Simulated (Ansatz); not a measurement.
Results of the Gaussian-basis code of Ansatz.

A structure relaxed at PBE0-D4/def2-TZVP, charge 0, multiplicity 1:

```json
{"atom": "B1", "x (Å)": "2.0072", "y (Å)": "0.9523", "z (Å)": "0.3186"}
{"atom": "S2", "x (Å)": "0.5404", "y (Å)": "0.7533", "z (Å)": "1.2737"}
{"atom": "C3", "x (Å)": "-0.5532", "y (Å)": "-0.1277", "z (Å)": "0.2336"}
{"atom": "C4", "x (Å)": "-1.8287", "y (Å)": "-0.5334", "z (Å)": "0.5128"}
{"atom": "Al5", "x (Å)": "-1.3199", "y (Å)": "-1.0377", "z (Å)": "-1.1979"}
{"atom": "H6", "x (Å)": "2.0716", "y (Å)": "0.5144", "z (Å)": "-0.7880"}
{"atom": "H7", "x (Å)": "2.9025", "y (Å)": "1.5377", "z (Å)": "0.8457"}
{"atom": "H8", "x (Å)": "-2.3975", "y (Å)": "-0.3844", "z (Å)": "1.4282"}
{"atom": "H9", "x (Å)": "-1.4226", "y (Å)": "-1.6745", "z (Å)": "-2.6267"}
```

(1) Give its formula and SMILES.

(2) Point group (tolerance 0.08 Å, 0.16 Å for H)?

(3) Summarise the bond lengths by kind.

Results:

(1) C2H4AlBS, `BS[C]1=[CH][AlH]1`.

(2) Cs.

(3) 1 × B–S 1.762 Å; 2 × B–H 1.192 to 1.193 Å; 1 × C–S 1.748 Å; 1 × C–C 1.367 Å; 2 × Al–C 1.855 to 1.861 Å; 1 × C–H 1.088 Å; 1 × Al–H 1.568 Å.
